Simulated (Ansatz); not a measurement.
The cluster Ge₁₂N (the lowest doublet isomer of a short search), 13 atoms. Hardware: 2 threads of AMD EPYC 7R13 on a shared host and a share (18 GiB) of an NVIDIA H100 80GB HBM3.

Correlated methods freeze 109 core orbitals; core or outer-core shells of Ge are correlated, in sets that lack core-valence functions. Single mean-field runs in def2-TZVP are fitted with def2-universal-jkfit.

(1) How many basis functions does each of these Ansatz runs have, and roughly what does it cost? RPA@PBE/def2-SVP, charge 0 doublet, energy, from earlier orbitals; PBE0-D4/def2-TZVP, charge 0 doublet, energy, from earlier orbitals; MP2/def2-SVP, charge 0 doublet, energy, from earlier orbitals; PBE-D4/def2-TZVP, charge 0 doublet, energy and forces, from earlier orbitals; PBE-D4/def2-SVP, charge 0 doublet, relaxation, 21 steps; revPBE-D4/def2-TZVP, charge 0 doublet, energy, from earlier orbitals; PBE0-D4/def2-SVP, charge 0 doublet, energy, from earlier orbitals; PBE-D4/def2-SVP, charge 0 doublet, energy with a search over starts; PBE-D4/def2-SVP, charge 0 doublet, energy, from earlier orbitals; r2SCAN-D4/def2-TZVP, charge 0 doublet, energy, from earlier orbitals.

## Answers

(1) Other jobs shared the machine, so times can vary by a factor of up to 3.

```
                                                                         run  functions  fitting or Cholesky vectors  wall time  peak host memory (GiB)
            PBE-D4/def2-SVP, charge 0 doublet, energy, from earlier orbitals        398                         4384       12 s                     1.1
        revPBE-D4/def2-TZVP, charge 0 doublet, energy, from earlier orbitals        607                         3269       13 s                     1.2
PBE-D4/def2-TZVP, charge 0 doublet, energy and forces, from earlier orbitals        607                         3269       15 s                     1.2
        r2SCAN-D4/def2-TZVP, charge 0 doublet, energy, from earlier orbitals        607                         3269       16 s                     1.3
           PBE0-D4/def2-SVP, charge 0 doublet, energy, from earlier orbitals        398                         3932       16 s                     1.2
           RPA@PBE/def2-SVP, charge 0 doublet, energy, from earlier orbitals        398                         3932       18 s                     2.4
               MP2/def2-SVP, charge 0 doublet, energy, from earlier orbitals        398                         3932       22 s                     1.1
          PBE0-D4/def2-TZVP, charge 0 doublet, energy, from earlier orbitals        607                         3269       23 s                     1.2
         PBE-D4/def2-SVP, charge 0 doublet, energy with a search over starts        398                         4384       36 s                     1.3
                     PBE-D4/def2-SVP, charge 0 doublet, relaxation, 21 steps        398                         4384    2.9 min                     1.1
```
